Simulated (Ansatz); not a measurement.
`C=C[SiH2]N[SiH3]` + `NC(S)[SiH2]Cl` → `C=C[SiH2][SiH2]Cl` + `NC(S)N[SiH3]`  (redistribution)

Isolated molecules relaxed with PBE0-D4/def2-TZVP in Ansatz; ΔE leaves out vibrations. CCSD(T)/CBS adds triple-zeta CCSD(T) − MP2 to the extrapolated MP2 energy (def2 sets, frozen cores). Functionals use def2-TZVPP. Each species was taken in one conformer, which may not be the lowest.

```tsv
level	ΔE (kJ/mol)	difference from CCSD(T)/CBS
LDA (SPW92)	75.0	-24.8
PBE-D4	75.8	-24.0
r2SCANh-D4	91.3	-8.5
r2SCAN0-D4	93.6	-6.2
ωB97M-V	101.5	1.7
revPBE	74.8	-25.0
BLYP	85.3	-14.5
r2SCANh	91.4	-8.4
r2SCAN0	93.7	-6.1
BHLYP	99.2	-0.6
LC-ωPBE	92.1	-7.7
CCSD(T)/def2-SVP	74.2	-25.6
HF/def2-TZVPP	104.3	4.5
MP2/def2-TZVPP	105.7	5.9
CCSD/def2-TZVPP	98.2	-1.6
MP2/def2-QZVPP	108.4	8.6
CCSD(T)/CBS	99.8	0
```

Q: What do rigid-rotor, harmonic-oscillator terms from PBE0-D4/def2-TZVP frequencies (298.15 K, 1 bar) make of the CCSD(T)/CBS value? (Best estimate.)

A: Ansatz gave: ΔZPE = +2.5 kJ/mol, ΔH = +101.3 kJ/mol, ΔS = -14 J/(mol·K), ΔG = +105.5 kJ/mol. Modes under 50 cm⁻¹ make the entropy rough.

Largest T1 diagnostic among the species: 0.011.

From r2SCAN to r2SCAN0 (25 % exact exchange), in def2-TZVPP and without D4, ΔE moves by +3.9 kJ/mol. Leaving LDA and LC-ωPBE aside and taking each functional with its dispersion term where it has one, the values, not all of them listed here, spread over 25.9 kJ/mol, from revPBE-D4 to ωB97M-V.
